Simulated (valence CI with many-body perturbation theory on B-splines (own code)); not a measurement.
Forbidden lines of Bi43+

Level of theory: relativistic CI+MBPT: four valence electrons over a frozen Dirac-Fock core [Kr], a basis of 9 s, 9 p, 10 d, 8 f, 5 g, 3 h, 1 i functions for each j, with the one-electron correlation potential Σ1 (screened to all orders), the two-electron term Σ2, the three-electron term Σ3, Breit, model QED; selected single and double excitations, second order for the rest (own B-spline code, finite nucleus).

The last digits are not significant, and no measured levels were compared; by estimate large intervals hold to a few tenths of a per cent, small ones and those within an open d or f shell to about a per cent. The list stops below the first excitations out of the core. Only levels of the ground parity were solved; by the run's estimate the other parity begins above the list, which can be wrong where configurations are misplaced.

Lines 1 to 50 of 113 in falling wavelength, among levels below 153.79 eV, chosen from the decays that carry over 1 % of a level's rate. Wavelengths and rates use the calculated energies. S is in atomic units (e²a₀⁴ for E2 and M2, e²a₀⁶ for E3), for M1 in squared Bohr magnetons. Weak lines are less certain than strong ones. Lines between different terms over intervals too small for the method are left out, as are lines whose strength nearly cancels. The highest levels of a list are the least certain.

Levels are named by their leading jj configuration (3d3/2^4 stands for four electrons in 3d with j = 3/2), which in mixed levels can hold well under half, so a name can repeat and another be missing. Letters in brackets count levels of one name in rising energy.

| λ vac (Å) | Upper | Lower | Type | A (s⁻¹) | S (a.u.) |
| --- | --- | --- | --- | --- | --- |
| 8393 | (4d3/2^3 4d5/2) J=3 | (4d3/2^3 4d5/2) J=2 | M1 | 1.93e+01 | 2.96e+00 |
| 7428 | (4d3/2^2 4d5/2^2) J=6 | (4d3/2^2 4d5/2^2) J=5 | M1 | 1.69e+01 | 3.35e+00 |
| 4957 | (4d3/2^3 4d5/2) J=3 | (4d3/2^3 4d5/2) J=4 | M1 | 6.53e+01 | 2.06e+00 |
| 1803 | (4d3/2^3 4d5/2) J=2 | (4d3/2^3 4d5/2) J=1 | M1 | 2.43e+03 | 2.63e+00 |
| 1622 | (4d3/2^2 4d5/2^2) J=2 [d] | (4d3/2^2 4d5/2^2) J=2 [c] | M1 | 1.91e+03 | 1.51e+00 |
| 1441 | (4d3/2^2 4d5/2^2) J=2 [b] | (4d3/2^2 4d5/2^2) J=2 [a] | M1 | 1.61e+03 | 8.96e-01 |
| 930.1 | (4d3/2^2 4d5/2^2) J=2 [d] | (4d3/2^2 4d5/2^2) J=2 [b] | M1 | 1.22e+03 | 1.82e-01 |
| 860.3 | (4d3/2^2 4d5/2^2) J=2 [d] | (4d3/2^2 4d5/2^2) J=3 [b] | M1 | 3.29e+02 | 3.88e-02 |
| 827.2 | (4d3/2^2 4d5/2^2) J=4 [c] | (4d3/2^2 4d5/2^2) J=4 [a] | M1 | 3.19e+03 | 6.02e-01 |
| 777.4 | (4d3/2^2 4d5/2^2) J=2 [d] | (4d3/2^2 4d5/2^2) J=1 | M1 | 4.97e+02 | 4.33e-02 |
| 645.8 | (4d3/2 4d5/2^3) J=3 [a] | (4d3/2^2 4d5/2^2) J=4 [c] | M1 | 8.81e+03 | 6.16e-01 |
| 621.9 | (4d3/2^2 4d5/2^2) J=2 [d] | (4d3/2^2 4d5/2^2) J=3 [a] | M1 | 2.01e+03 | 8.95e-02 |
| 613.0 | (4d3/2 4d5/2^3) J=2 [a] | (4d3/2^2 4d5/2^2) J=2 [d] | M1 | 7.31e+03 | 3.12e-01 |
| 610.5 | (4d3/2 4d5/2^3) J=1 [b] | (4d3/2^2 4d5/2^2) J=0 [b] | M1 | 3.25e+04 | 8.23e-01 |
| 585.4 | (4d3/2 4d5/2^3) J=3 [b] | (4d3/2^2 4d5/2^2) J=2 [d] | M1 | 1.12e+04 | 5.83e-01 |
| 565.3 | (4d3/2^2 4d5/2^2) J=2 [d] | (4d3/2^2 4d5/2^2) J=2 [a] | M1 | 2.90e+02 | 9.72e-03 |
| 535.8 | (4d3/2^2 4d5/2^2) J=0 [b] | (4d3/2^2 4d5/2^2) J=1 | M1 | 3.80e+04 | 2.17e-01 |
| 521.7 | (4d5/2^4) J=4 | (4d3/2 4d5/2^3) J=3 [c] | M1 | 1.32e+04 | 6.27e-01 |
| 488.0 | (4d3/2^2 4d5/2^2) J=2 [a] | (4d3/2^3 4d5/2) J=3 | M1 | 7.66e+03 | 1.65e-01 |
| 464.6 | (4d3/2 4d5/2^3) J=3 [b] | (4d3/2^2 4d5/2^2) J=4 [c] | M1 | 4.84e+03 | 1.26e-01 |
| 461.9 | (4d3/2^2 4d5/2^2) J=4 [a] | (4d3/2^3 4d5/2) J=3 | M1 | 3.57e+04 | 1.18e+00 |
| 461.2 | (4d3/2^2 4d5/2^2) J=2 [a] | (4d3/2^3 4d5/2) J=2 | M1 | 9.40e+04 | 1.71e+00 |
| 458.9 | (4d3/2 4d5/2^3) J=3 [a] | (4d3/2^2 4d5/2^2) J=2 [b] | M1 | 1.09e+04 | 2.73e-01 |
| 452.5 | (4d3/2^2 4d5/2^2) J=3 [a] | (4d3/2^3 4d5/2) J=3 | M1 | 1.93e+05 | 4.63e+00 |
| 450.8 | (4d3/2 4d5/2^3) J=1 [b] | (4d3/2^2 4d5/2^2) J=2 [d] | M1 | 1.02e+05 | 1.04e+00 |
| 449.3 | (4d3/2 4d5/2^3) J=3 [a] | (4d3/2^2 4d5/2^2) J=4 [b] | M1 | 2.93e+04 | 6.90e-01 |
| 448.4 | (4d3/2 4d5/2^3) J=3 [c] | (4d3/2^2 4d5/2^2) J=2 [d] | M1 | 3.36e+04 | 7.85e-01 |
| 444.8 | (4d3/2 4d5/2^3) J=2 [a] | (4d3/2^2 4d5/2^2) J=2 [c] | M1 | 2.48e+04 | 4.04e-01 |
| 442.0 | (4d5/2^4) J=2 | (4d3/2 4d5/2^3) J=3 [c] | M1 | 5.01e+04 | 8.02e-01 |
| 430.1 | (4d3/2 4d5/2^3) J=3 [b] | (4d3/2^2 4d5/2^2) J=2 [c] | M1 | 8.40e+03 | 1.73e-01 |
| 429.3 | (4d3/2^2 4d5/2^2) J=3 [a] | (4d3/2^3 4d5/2) J=2 | M1 | 1.38e+05 | 2.83e+00 |
| 423.5 | (4d3/2 4d5/2^3) J=1 [a] | (4d3/2^2 4d5/2^2) J=2 [b] | M1 | 3.23e+04 | 2.73e-01 |
| 422.6 | (4d3/2^2 4d5/2^2) J=4 [a] | (4d3/2^3 4d5/2) J=4 | M1 | 3.00e+05 | 7.55e+00 |
| 420.4 | (4d3/2^3 4d5/2) J=1 | (4d3/2^4) J=0 | M1 | 3.31e+05 | 2.73e+00 |
| 418.3 | (4d3/2 4d5/2^3) J=2 [b] | (4d3/2^2 4d5/2^2) J=2 [d] | M1 | 1.91e+04 | 2.59e-01 |
| 410.0 | (4d5/2^4) J=4 | (4d3/2 4d5/2^3) J=3 [b] | M1 | 4.40e+04 | 1.01e+00 |
| 403.9 | (4d3/2 4d5/2^3) J=5 | (4d3/2^2 4d5/2^2) J=4 [b] | M1 | 1.45e+05 | 3.90e+00 |
| 399.4 | (4d3/2 4d5/2^3) J=4 [a] | (4d3/2^2 4d5/2^2) J=5 | M1 | 3.25e+04 | 6.92e-01 |
| 388.8 | (4d3/2 4d5/2^3) J=1 [a] | (4d3/2^2 4d5/2^2) J=1 | M1 | 1.88e+05 | 1.23e+00 |
| 387.0 | (4d3/2^2 4d5/2^2) J=5 | (4d3/2^3 4d5/2) J=4 | M1 | 1.68e+05 | 3.97e+00 |
| 377.2 | (4d3/2^2 4d5/2^2) J=1 | (4d3/2^3 4d5/2) J=2 | M1 | 3.25e+05 | 1.94e+00 |
| 376.6 | (4d3/2 4d5/2^3) J=5 | (4d3/2^2 4d5/2^2) J=6 | M1 | 7.68e+04 | 1.67e+00 |
| 376.6 | (4d3/2^2 4d5/2^2) J=3 [b] | (4d3/2^3 4d5/2) J=3 | M1 | 4.57e+04 | 6.33e-01 |
| 373.9 | (4d3/2 4d5/2^3) J=3 [c] | (4d3/2^2 4d5/2^2) J=4 [c] | M1 | 1.86e+05 | 2.52e+00 |
| 373.7 | (4d3/2 4d5/2^3) J=4 [a] | (4d3/2^2 4d5/2^2) J=3 [a] | M1 | 1.68e+05 | 2.93e+00 |
| 370.9 | (4d3/2^2 4d5/2^2) J=4 [b] | (4d3/2^3 4d5/2) J=3 | M1 | 6.70e+04 | 1.14e+00 |
| 370.7 | (4d3/2 4d5/2^3) J=6 | (4d3/2^2 4d5/2^2) J=6 | M1 | 1.53e+05 | 3.76e+00 |
| 369.5 | (4d3/2 4d5/2^3) J=2 [a] | (4d3/2^2 4d5/2^2) J=2 [b] | M1 | 1.63e+05 | 1.52e+00 |
| 369.2 | (4d3/2^2 4d5/2^2) J=0 [a] | (4d3/2^3 4d5/2) J=1 | M1 | 8.10e+05 | 1.51e+00 |
| 368.7 | (4d3/2 4d5/2^3) J=3 [a] | (4d3/2^2 4d5/2^2) J=3 [a] | M1 | 2.81e+05 | 3.65e+00 |
